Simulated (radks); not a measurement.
Valence configurations of the tellurium ion Te+ (all share [Kr]). All-electron calculation, Dirac Kohn-Sham, BLYP, spin-unpolarised, spherical densities, finite nucleus; open shells fill j = l - 1/2 first; Fermi nuclear charge, rms radius 4.7423 fm. Program: a radial shooting solver on a logarithmic mesh with Libxc functionals. Order these by energy: 4d10 5s2 5p3; 4d9.5 5p5.5; 4d9.5 5s1 5p4.5; 4d8 5s2 5p5; 4d7 5s2 5p6; 4d10 5s0.5 5p4.5; 4d10 5p5; 4d10 5s1.5 5p3.5; 4d10 5s1 5p4; 4d9 5s2 5p4.

Answer. From the lowest, in eV above it: 4d10 5s2 5p3 0.000; 4d10 5s1.5 5p3.5 5.036; 4d10 5s1 5p4 10.125; 4d10 5s0.5 5p4.5 15.265; 4d10 5p5 20.455; 4d9.5 5s1 5p4.5 29.371; 4d9 5s2 5p4 38.985; 4d9.5 5p5.5 40.089; 4d8 5s2 5p5 83.148; 4d7 5s2 5p6 132.51. NIST lists [Kr] 4d10 5s2 5p3 as the ground configuration; this level of theory agrees among the configurations tried. The energies are those of spherical spin-averaged densities, not of single terms.
